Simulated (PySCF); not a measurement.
Two-component Hartree-Fock for Tc(2+) (technetium, charge +2)

Start: [Kr] 4d4 5s1; 4d5/2 filled at m_j = -1/2, +1/2, +3/2, +5/2; 5s1/2 filled at m_j = +1/2. Calculated with PySCF 2.14 in x2c-TZVPall-2c with one added diffuse shell each of s, p, d type (9s10p8d1f, 86 functions): generalised Hartree-Fock with the X2C-1e Hamiltonian and a Gaussian nucleus; one run each with spin-orbit coupling (SO) switched off, then screened by Boettger's factors. This is a chosen level, not necessarily the ground level.

```json
{"spinor shell": "1s1/2", "electrons": "2", "ε, spin-free (eV)": "-21181.2", "ε, screened SO (eV)": "-21180.0", "weight of nominal j (screened SO)": "1.000", "rms radius, screened SO (bohr)": "0.0394"}
{"spinor shell": "2s1/2", "electrons": "2", "ε, spin-free (eV)": "-3118.0", "ε, screened SO (eV)": "-3117.7", "weight of nominal j (screened SO)": "1.000", "rms radius, screened SO (bohr)": "0.162"}
{"spinor shell": "2p1/2", "electrons": "2", "ε, spin-free (eV)": "-2786.2", "ε, screened SO (eV)": "-2867.8", "weight of nominal j (screened SO)": "1.000", "rms radius, screened SO (bohr)": "0.141"}
{"spinor shell": "2p3/2", "electrons": "4", "ε, spin-free (eV)": "-2786.2", "ε, screened SO (eV)": "-2748.0", "weight of nominal j (screened SO)": "1.000", "rms radius, screened SO (bohr)": "0.145"}
{"spinor shell": "3s1/2", "electrons": "2", "ε, spin-free (eV)": "-594.17", "ε, screened SO (eV)": "-594.12", "weight of nominal j (screened SO)": "1.000", "rms radius, screened SO (bohr)": "0.442"}
{"spinor shell": "3p1/2", "electrons": "2", "ε, spin-free (eV)": "-482.26", "ε, screened SO (eV)": "-496.48", "weight of nominal j (screened SO)": "1.000", "rms radius, screened SO (bohr)": "0.439"}
{"spinor shell": "3p3/2", "electrons": "4", "ε, spin-free (eV)": "-482.26", "ε, screened SO (eV)": "-475.63", "weight of nominal j (screened SO)": "1.000", "rms radius, screened SO (bohr)": "0.450"}
{"spinor shell": "3d3/2", "electrons": "4", "ε, spin-free (eV)": "-301.28", "ε, screened SO (eV)": "-303.66", "weight of nominal j (screened SO)": "0.969", "rms radius, screened SO (bohr)": "0.433"}
{"spinor shell": "3d5/2", "electrons": "6", "ε, spin-free (eV)": "-301.28", "ε, screened SO (eV)": "-299.65", "weight of nominal j (screened SO)": "0.980", "rms radius, screened SO (bohr)": "0.436"}
{"spinor shell": "4s1/2", "electrons": "2", "ε, spin-free (eV)": "-110.51", "ε, screened SO (eV)": "-110.51", "weight of nominal j (screened SO)": "1.000", "rms radius, screened SO (bohr)": "1.12"}
{"spinor shell": "4p1/2", "electrons": "2", "ε, spin-free (eV)": "-76.473", "ε, screened SO (eV)": "-80.935", "weight of nominal j (screened SO)": "0.689", "rms radius, screened SO (bohr)": "1.24"}
{"spinor shell": "4p3/2", "electrons": "4", "ε, spin-free (eV)": "-76.473", "ε, screened SO (eV)": "-74.333", "weight of nominal j (screened SO)": "0.844", "rms radius, screened SO (bohr)": "1.25"}
{"spinor shell": "4d5/2", "electrons": "4", "ε, spin-free (eV)": "-33.733", "ε, screened SO (eV)": "-33.705", "weight of nominal j (screened SO)": "0.668", "rms radius, screened SO (bohr)": "1.67"}
{"spinor shell": "5s1/2", "electrons": "1", "ε, spin-free (eV)": "-23.207", "ε, screened SO (eV)": "-23.210", "weight of nominal j (screened SO)": "1.000", "rms radius, screened SO (bohr)": "3.02"}
```

```json
{"quantity": "E (hartree)", "spin-free": "-4281.83173", "screened SO": "-4282.38148"}
{"quantity": "M_J", "spin-free": "9/2", "screened SO": "9/2"}
{"quantity": "⟨J²⟩", "spin-free": "24.756", "screened SO": "24.758"}
{"quantity": "⟨L²⟩", "spin-free": "6.005", "screened SO": "6.056"}
{"quantity": "⟨S²⟩", "spin-free": "8.751", "screened SO": "8.728"}
```

Each row is a mean over spinors that exchange with the open shell spreads, by up to 9.885 eV (4p3/2).

Rows whose weight is well below 1 are mixtures of j = l ± 1/2: exchange outweighs spin-orbit coupling there, and the label is only the starting occupation.

Breit and QED terms are absent; they matter most for the inner s and p1/2 levels.

Densities and radii are taken from the X2C orbitals without a picture-change correction, which distorts them close to the nucleus.

Without spin-orbit coupling the j labels of p, d and f shells carry no meaning; the spin-free column gives the mean over the occupied spinors of each nl shell.
